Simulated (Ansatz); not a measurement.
FGe$_{2}$H$_{5}$O, SMILES `[OH][GeH2][GeH2][F]`, relaxed with RKS PBE-D4/def2-SVP in Ansatz from a rough embedded geometry. The force threshold is 0.03 eV/Å; the program also tests the step.

The species carries charge 0 and has multiplicity 1.

Start:

```xyz
9

O     1.434   -0.188    1.574
Ge    0.714   -0.765    0.112
Ge   -0.924    0.829   -0.632
F    -1.569    0.206   -2.202
H     0.676   -0.087    2.257
H     0.045   -2.144    0.364
H     1.845   -0.935   -0.975
H    -1.983    0.952    0.398
H    -0.238    2.133   -0.897
```

**Question.** By how much does the energy fall, and how many steps does the optimiser take? (Estimate.)

**Answer.** The calculation gave: 32.59 kJ/mol, in 5 steps.

**Question.** Which bonds change most? (Estimate.)

**Answer.** Ansatz gave: O1–Ge2 from 1.728 to 1.812 Å; Ge3–H8 from 1.483 to 1.557 Å; Ge3–H9 from 1.497 to 1.555 Å; O1–H5 from 1.025 to 0.975 Å.

**Question.** Give the relaxed structure. (An estimate is asked.)

**Answer.** Ansatz gave: 
```xyz
9

O     1.460   -0.199    1.634
Ge    0.718   -0.807    0.097
Ge   -0.922    0.846   -0.670
F    -1.657    0.211   -2.152
H     0.811   -0.213    2.361
H     0.054   -2.200    0.312
H     1.921   -0.910   -0.869
H    -2.093    1.056    0.335
H    -0.292    2.216   -1.048
```
